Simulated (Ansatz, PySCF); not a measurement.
Molecule: sum formula SiBrCl, charge 1, multiplicity 2. 
Geometry from a B3LYP-D3(BJ)/def2-TZVP (Ansatz, a first-principles code) optimisation:
```
Si
Cl 1 1.9805
Br 1 2.1429 2 122.42
```
Charge +1, spin multiplicity 2.

Total electronic energies in hartree. Cores are frozen in the correlated levels unless marked. UHF or UKS for open shells. No spin-orbit coupling. Frozen are the shells of the preceding noble gas and the d and f shells that filled before the atom's block. No relativistic terms. CBS(X,Y): correlation extrapolated as X^-3; Hartree-Fock from the larger set. [CCSD(T)-MP2]/basis is that difference in the basis named.

```csv
level,program,energy (Eh)
HF/def2-SVP,Ansatz,-3320.04158
RI-HF/def2-QZVPPD,Ansatz,-3320.69644
BLYP-D3(BJ)/def2-TZVPD,Ansatz + dftd3,-3323.63875
BP86/def2-TZVPD,PySCF,___
PBE0/STO-3G,Ansatz,___
PBE0-D4/def2-TZVPD,Ansatz + dftd4,-3323.02915
PBE0/def2-TZVP,Ansatz,-3323.02545
HSE06-D3(BJ)/def2-TZVPD,Ansatz + dftd3,___
CAM-B3LYP-D3(BJ)/def2-TZVPD,Ansatz + dftd3,-3323.73773
PBE-QIDH/def2-TZVPD,Ansatz,-3322.49955
RPA@PBE/def2-QZVPP,Ansatz,-3321.43779
MP2/STO-3G,Ansatz,-3284.71073
MP2/def2-TZVPP,Ansatz,-3321.04206
MP2/def2-TZVPPD,Ansatz,-3321.04440
"RI-MP2/CBS(def2-TZVPPD,def2-QZVPPD)+[CCSD(T)-MP2]/def2-TZVPPD",Ansatz,-3321.2425
```

### Question
Some entries are withheld; supply them.

### Answer

- BP86/def2-TZVPD, energy (Eh): -3323.94092
- PBE0/STO-3G, energy (Eh): -3286.63874
- HSE06-D3(BJ)/def2-TZVPD, energy (Eh): -3323.02010
